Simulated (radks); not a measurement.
Values are calculated unless marked as measured or tabulated.
The antimony anion Sb3-, [Xe], held by a Watson sphere: a shell of charge +3 at radius R that stands for the Madelung well of a crystal (potential energy -3/R inside, -3/r outside, in hartree with lengths in bohr). Code: a radial shooting solver on a logarithmic mesh with Libxc functionals. Model: scalar-relativistic Kohn-Sham, PBE, spin-polarised, spherical densities, point nucleus. Response by self-consistent Sternheimer equations with the Hartree and adiabatic LDA kernel, the relativistic mass of each level held fixed and spin-orbit coupling left out. The sphere does not respond.

R (bohr)	e(4d) (eV)	e(5s) (eV)	e(5p) (eV)	<r> 5p (bohr)	sum of <r^2> (bohr^2)	X-ray form factor at sin(theta)/lambda = 0.3 1/angstrom	alpha (bohr^3)
2.79	-32.413	-14.165	-6.670	2.870	89.83	35.248	57.15
2.81	-32.367	-14.108	-6.638	2.878	90.19	35.252	57.83
3.3	-31.552	-12.865	-5.864	3.074	99.19	35.343	77.95
4.13	-30.796	-11.335	-4.666	3.397	115.3	35.428	130.4
4.5	-30.562	-10.844	-4.212	3.536	122.8	35.441	163.6
5.12	-30.250	-10.219	-3.568	3.763	136.0	35.448	236.9
5.76	-30.007	-9.771	-3.039	3.991	150.7	35.451	342.2
